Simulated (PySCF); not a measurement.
Se(SH)(SeH) (H2SSe2), SMILES [SeH][Se]S.

Coordinates come from a r2SCAN-D4/def2-SVP optimisation. Other conformers were not sampled.

All values below come from TDA-LC-ωPBE/def2-SVPD (PySCF).

Vertical excitations. Gas-phase values at a fixed geometry.

```json
[
 {"state": "S1", "energy (eV)": "4.13", "λ (nm)": "300", "f": "0.002", "main pairs": "HOMO→LUMO 82 %"},
 {"state": "S2", "energy (eV)": "4.24", "λ (nm)": "292", "f": "0.009", "main pairs": "HOMO−1→LUMO 85 %"},
 {"state": "S3", "energy (eV)": "4.58", "λ (nm)": "271", "f": "0.004", "main pairs": "HOMO−1→LUMO+1 59 %, HOMO→LUMO+1 19 %"},
 {"state": "S4", "energy (eV)": "4.69", "λ (nm)": "264", "f": "0.014", "main pairs": "HOMO−2→LUMO 50 %, HOMO−2→LUMO+1 24 %, HOMO−1→LUMO+1 12 %"},
 {"state": "S5", "energy (eV)": "5.54", "λ (nm)": "224", "f": "0.002", "main pairs": "HOMO→LUMO+1 46 %, HOMO−2→LUMO 24 %, HOMO−1→LUMO+1 12 %"},
 {"state": "S6", "energy (eV)": "5.98", "λ (nm)": "207", "f": "0.009", "main pairs": "HOMO→LUMO+2 56 %"},
 {"state": "S7", "energy (eV)": "6.39", "λ (nm)": "194", "f": "0.198", "main pairs": "HOMO−2→LUMO+1 40 %, HOMO−2→LUMO+2 9 %, HOMO−1→LUMO+2 7 %, HOMO→LUMO+1 7 %"},
 {"state": "S8", "energy (eV)": "6.62", "λ (nm)": "187", "f": "0.061", "main pairs": "HOMO−2→LUMO+2 31 %, HOMO−1→LUMO+2 15 %, HOMO−2→LUMO+3 13 %, HOMO−2→LUMO+11 5 %"},
 {"state": "S9", "energy (eV)": "6.73", "λ (nm)": "184", "f": "0.102", "main pairs": "HOMO−1→LUMO+2 51 %, HOMO→LUMO+2 13 %"},
 {"state": "S10", "energy (eV)": "7.51", "λ (nm)": "165", "f": "0.086", "main pairs": "HOMO−3→LUMO 67 %"},
 {"state": "T1", "energy (eV)": "3.34", "λ (nm)": "371", "f": "0", "main pairs": "HOMO→LUMO 47 %, HOMO−1→LUMO 42 %"},
 {"state": "T2", "energy (eV)": "3.45", "λ (nm)": "360", "f": "0", "main pairs": "HOMO−1→LUMO 46 %, HOMO→LUMO 36 %"},
 {"state": "T3", "energy (eV)": "3.81", "λ (nm)": "325", "f": "0", "main pairs": "HOMO−2→LUMO 46 %, HOMO→LUMO+1 14 %, HOMO−1→LUMO+1 13 %, HOMO−2→LUMO+1 13 %"},
 {"state": "T4", "energy (eV)": "3.97", "λ (nm)": "312", "f": "0", "main pairs": "HOMO−1→LUMO+1 57 %, HOMO−2→LUMO 20 %"}
]
```
Triplets are in the Tamm–Dancoff approximation.
